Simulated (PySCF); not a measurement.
2-methylbutanoic acid, C5H10O2.
SMILES with atom numbers: `[CH3:1][CH2:2][C@@H:3]([CH3:4])[C:5](=[O:6])[OH:7]` (hydrogens: H8, H9, H10 on C1; H11, H12 on C2; H13 on C3; H14, H15, H16 on C4; H17 on O7)

Method: PBE0-D3(BJ)/def2-SVP geometry optimisation, gas phase (PySCF 2.14.0).

Problem. Give the optimised bond lengths and angles.

Solution. 
| bond | length (Å) |
| --- | --- |
| C1–C2 | 1.520 |
| C2–C3 | 1.525 |
| C3–C4 | 1.531 |
| C3–C5 | 1.513 |
| C5=O6 | 1.204 |
| C5–O7 | 1.341 |
| C1–H8, C1–H9, C1–H10 | 1.101 |
| C2–H11 | 1.102 |
| C2–H12 | 1.103 |
| C3–H13 | 1.104 |
| C4–H14, C4–H15, C4–H16 | 1.100 |
| O7–H17 | 0.970 |

Bonds in one row agree within 0.01 Å and their mean is given. A selection of angles:
| angle | degrees |
| --- | --- |
| C2–C1–H8 | 111.4 |
| H8–C1–H9 | 107.6 |
| C1–C2–C3 | 113.9 |
| C1–C2–H11 | 109.7 |
| C1–C2–H12 | 110.0 |
| C3–C2–H11 | 108.1 |
| C3–C2–H12 | 108.1 |
| H11–C2–H12 | 106.7 |
| C2–C3–C4 | 112.4 |
| C2–C3–C5 | 111.2 |
| C2–C3–H13 | 109.9 |
| C4–C3–C5 | 108.4 |
| C4–C3–H13 | 108.1 |
| C5–C3–H13 | 106.7 |
| C3–C4–H14 | 111.4 |
| C3–C4–H15 | 110.2 |
| H14–C4–H15 | 108.2 |
| C3–C5–O6 | 125.8 |
| C3–C5–O7 | 112.0 |
| O6–C5–O7 | 122.2 |
| C5–O7–H17 | 106.3 |

Dihedral angles: C1–C2–C3–C4 172° (antiperiplanar); C2–C3–C5–O6 -25° (synperiplanar); H17–O7–C5–C3 177° (antiperiplanar).

Of the pairs four or more bonds apart, O6···H11 is among the closest relative to their van der Waals radii: 2.61 Å, 96 % of the sum of Bondi's values. The C–O distances run from 1.204 Å (C5=O6, drawn double) to 1.341 Å (C5–O7, drawn single), a spread of 0.137 Å.

Point group: C1 (no symmetry element, even within 0.4 Å). PBE0-D3(BJ)/def2-SVP frequencies: not computed here. One conformer, not necessarily the lowest (C1–C2–C3–C4 172°, C2–C3–C5–O6 -25°, C3–C5–O7–H 177°).
